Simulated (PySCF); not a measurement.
**Frontier orbitals and the lowest excitations**

Compound: C5H10OSi.
Z-matrix (Å and degrees, GFN2-xTB geometry), rows numbered from 1:
```
O 
C   1  1.2047
Si  2  1.9187  1  124.19
C   3  1.9019  2  106.92  1   110.51
C   4  1.5442  3  114.93  2   -72.77
C   5  1.5338  4   89.35  3  -104.46
C   6  1.5334  5   89.71  4   -11.96
H   2  1.1140  1  118.71  3   179.60
H   3  1.4677  2  107.19  1  -131.68
H   3  1.4615  2  108.62  1   -10.27
H   4  1.0929  3  110.51  2    57.26
H   5  1.0888  4  116.59  3    14.47
H   5  1.0890  4  112.72  3   140.95
H   6  1.0881  5  112.73  4   102.57
H   6  1.0883  5  115.99  4  -130.97
H   7  1.0884  4  116.28  3   -13.75
H   7  1.0890  4  112.89  3  -140.18
```

Method: TDDFT B3LYP/def2-SVPD, vertical, gas phase, core orbitals frozen in the response in PySCF 2.14.0, density-fitted response routines.

Kohn–Sham orbitals with the atoms that hold most of them (Löwdin shares over 4%, at most four atoms; ? is withheld):

```csv
orbital,ε (eV),atoms
HOMO-3,-8.76,"C5 24%, C7 22%, C6 17%, C4 14%"
HOMO-2,-8.68,"C4 19%, C6 18%, C5 14%, C7 14%"
HOMO-1,-8.14,?
HOMO,-6.67,"O1 50%, C2 20%, Si3 11%, H8 10%"
LUMO,?,?
LUMO+1,0.27,"C7 15%, Si3 13%, C6 9%, H17 8%"
LUMO+2,0.35,"Si3 23%, C2 14%, H8 10%, H9 9%"
```

Q: Give the leading atoms of the LUMO.

A: C2 (bonded to O, Si and H) 40%; O1 (bonded to C) 35%; Si3 (bonded to 2 C and 2 H) 10%; H8 (bonded to C) 6%.

Q: Give the leading atoms of the HOMO-1.

A: C4 (bonded to 2 C, Si and H) 24%; Si3 (bonded to 2 C and 2 H) 16%; C5 (bonded to 2 C and 2 H) 12%; C7 (bonded to 2 C and 2 H) 8%. By element: carbon 44% or more, silicon 16%.

Q: What is the LUMO energy, and the HOMO–LUMO gap?

A: ε(LUMO) = -1.77 eV; the gap is 4.90 eV (0.1801 hartree).

Q: The HOMO–LUMO gap is 4.90 eV. Where does the response calculation put the lowest singlet, and from which orbitals?

A: S1 is at 3.18 eV (f = 0.0017), 1.72 eV below the gap, made of HOMO→LUMO (98%). 

Q: One configuration dominates each of S1, S2 and S4. Which, and how do the shares of the two leading atoms of either orbital change from the occupied to the empty one?

A: 
- S1 (3.18 eV, f 0.0017), HOMO→LUMO (98%): O1 50% → 35%, C2 20% → 40%; low, almost dark, from the terminal oxygen into the C=O bond, the pattern of n→π*
- S2 (5.60 eV, f 0.058), HOMO-1→LUMO (96%): C4 24% → at most 6%, Si3 16% → 10%, C2 at most 9% → 40%, O1 at most 9% → 35%
- S4 (6.13 eV, f 0.0073), HOMO-2→LUMO (90%): C4 19% → at most 6%, C6 18% → at most 6%, C2 at most 14% → 40%, O1 at most 14% → 35%

Hardware: one thread of an Arm Neoverse N1, shared host with 64 logical CPUs at a one-minute load of 60. Cost: 89 s (grids of density and orbitals included), 0.85 GiB resident at most.

One conformer stands for the species.
